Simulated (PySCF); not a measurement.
An unknown is described by computed data only.

Elements present: C, F, H, O and Si. Monoisotopic mass: 158.0563 u.

| Property | Result |
| --- | --- |
| Rotational structure | rotational constants A, B, C: 5.063, 0.327, 0.311 GHz [GFN2-xTB] |
| NMR, other nuclei | isotropic shieldings of nuclei other than C and H, by class: 221 (1 O), 488 (1 F), 384 (1 Si) ppm [GIAO PBE0/pcSseg-1] |
| Dipole | 2.15 D [PBE0/pcSseg-1] |
| 13C NMR | chemical shifts (computed TMS as zero) by class: 167.1 (1 C), 99.4 (1 C), 98.1 (1 C), 82.3 (1 C), 76.9 (1 C), 19.2 (1 C), 5.9 (1 C) ppm [GIAO PBE0/pcSseg-1] |
| 1H NMR | chemical shifts (computed TMS as zero) by class: 5.15 (1 H), 5.15 (2 H), 5.06 (2 H), 2.27 (3 H), 2.23 (3 H) ppm [GIAO PBE0/pcSseg-1] |

Electronic properties: PySCF, gas phase, density fitting. Levels stand in brackets. Geometry: GFN2-xTB, one conformer, isolated molecule. Each NMR value is the plain mean over a class of atoms that symmetry, rotation or inversion makes alike.

Question: Which formula fits the mass and the elements?

Answer: C7H11FOSi (calculated 158.0563). No other formula that holds each of these elements comes within 0.0003 u with a fitting electron parity and a possible valence count.

Question: Give a SMILES that accounts for the data.

Answer: Numbering: `[CH3:1][C:2]#[C:3]/[CH:4]=[C:5](\[CH3:6])[O:7][SiH2:8][CH2:9][F:10]`. Its formula, C7H11FOSi, gives 3 degrees of unsaturation: 0 rings and 3 π bonds in the structure found. 7 carbons fall into 7 classes; from least to most shielded: vinylic carbon bearing oxygen [C5] (167.1 ppm), alkyne carbon [C2] (99.4 ppm), alkene CH carbon [C4] (98.1 ppm), alkyne carbon [C3] (82.3 ppm), sp3 C–F carbon [C9] (76.9 ppm), allylic carbon [C6] (19.2 ppm), propargylic carbon [C1] (5.9 ppm). Hydrogen classes from least to most shielded: 1 H on an alkene CH carbon, C4 (5.15 ppm), 2 H on an oxygen-bound silicon, Si8 (5.15 ppm), 2 H on an sp3 C–F carbon, C9 (5.06 ppm), 3 H on an allylic carbon, C6 (2.27 ppm, a mean of values up to 1.4 ppm apart in this geometry), 3 H on a propargylic carbon, C1 (2.23 ppm). The other shieldings belong to: 221 ppm, silyl ether oxygen [O7]; 488 ppm, alkyl fluorine [F10]; 384 ppm, oxygen-bound silicon [Si8]. The optimised geometry has point group C1 and is an asymmetric top. Structure: `CC#C/C=C(\C)O[SiH2]CF`. Computed isomers that give other values at the same levels: `C=C(/C=C\O/C=C/F)[SiH2]C` (13C chemical shifts (computed TMS as zero) by class: 148.0 (1 C), 147.8 (1 C), 145.2 (1 C), 142.3 (1 C), 135.6 (1 C), 126.5 (1 C), -6.2 (1 C) ppm); `C=CCC1=C(F)[Si@@H](OC)C1` (13C chemical shifts (computed TMS as zero) by class: 170.7 (1 C), 144.3 (1 C), 144.0 (1 C), 123.2 (1 C), 54.2 (1 C), 39.3 (1 C), 17.0 (1 C) ppm); `C#CC[C@](F)([SiH2]C)C(C)=O` (13C chemical shifts (computed TMS as zero) by class: 218.7 (1 C), 105.6 (1 C), 86.4 (1 C), 79.5 (1 C), 29.6 (1 C), 27.5 (1 C), -9.2 (1 C) ppm). The assignments are read from this structure; whether some other isomer fits the data as well wasn't checked.

The values belong to the conformer `[CH3:1][C:2]#[C:3]/[CH:4]=[C:5](\[CH3:6])[O:7][SiH2:8][CH2:9][F:10]`: C4–C5–O7–Si8 171°, C5–O7–Si8–C9 176°, O7–Si8–C9–F10 178°.
